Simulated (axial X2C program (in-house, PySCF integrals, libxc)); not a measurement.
Worked dissociation energy of CaMn: TPSS, with spin–orbit coupling

Calculated with an axial X2C code built on PySCF integrals. Two-component (2c) means X2C with spin–orbit coupling and atomic mean-field two-electron Coulomb and Gaunt terms. Basis: Mn dyall-cv3z [9s10p6d3f2g], Ca dyall-cv3z [11s12p6d4f] (cores contracted in-house); Gaussian nuclei, density fitting, unrestricted open shells. Masses: Mn 54.938 u, Ca 39.963 u.

Molecular state: Ω = 5/2 (⟨Sz⟩ = 2.50, ⟨Lz⟩ = 0.00 at TPSS).

| Item | Value |
| --- | --- |
| E(Mn) (2M_J = 5) | -1158.298553 hartree |
| E(Ca) (2M_J = 0) | -680.343327 hartree |
| E(CaMn) at Re | -1838.654937 hartree |
| ωe | 98.0 cm⁻¹ |

Problem. Work out De and D0.

Solution. De = -1158.298553 + (-680.343327) − (-1838.654937) = 0.01306 hartree = 0.355 eV. The zero-point energy is ωe/2 = 49 cm⁻¹ = 0.006 eV, so D0 = 0.349 eV.

The state is a single determinant with fixed occupations, the lowest that a limited PBE0 search found. De is counted from the lowest determinant-based energies of the atoms at the same level, without counterpoise correction. Density functionals use the spin component along the axis (collinear). With several unpaired electrons one determinant need not be a pure state. This is the top spin component of a Σ state; components of lower Ω are not single determinants and can lie lower. Under one Hamiltonian the search converged a single determinant, so lower ones may well exist.

The levels of this run spread widely (ωe from 77 to 98 cm⁻¹), so these constants depend on the method.

Each atomic determinant is the lowest at this level and need not be a pure J level. Totals compare only within one Hamiltonian and basis.
